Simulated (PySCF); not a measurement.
Species: (NaCl)2 ring, Na2Cl2.
Cartesian coordinates in Å at the PBE0-D3(BJ)/def2-SVP level; atoms count from 1:
```xyz
4
Na2Cl2 angstrom
Na    -1.4439    0.0609   -0.6649
Cl    -0.7999   -0.5838    1.6760
Na     1.4444   -0.0633    0.6656
Cl     0.7995    0.5862   -1.6766
```

The closed-shell ground state was solved at several levels (PySCF, density fitting, gas phase, non-relativistic). The dipole stays under 0.02 D at every level.

```csv
level,basis functions,HOMO (eV),LUMO (eV),gap (eV)
wB97X-D/pcSseg-1,80,-9.21,0.50,9.71
PBE0/def2-SVPD,90,-7.41,-0.93,6.48
```

(1) Estimate the row for PBE0/pcSseg-1, a basis of 80 functions; the other rows only guide the guess.

(2) Over all these levels, which gives the widest orbital gap and which the narrowest?

Results:

(1) HOMO -7.32 eV, LUMO -0.94 eV, gap 6.38 eV.

(2) wB97X-D/pcSseg-1 (range-separated hybrid) has the widest, 9.71 eV, and PBE0/pcSseg-1 (global hybrid, 25 % exact exchange) the narrowest, 6.38 eV. The two share the basis. From the narrowest to the widest the HOMO moves by -1.89 eV and the LUMO by +1.44 eV.
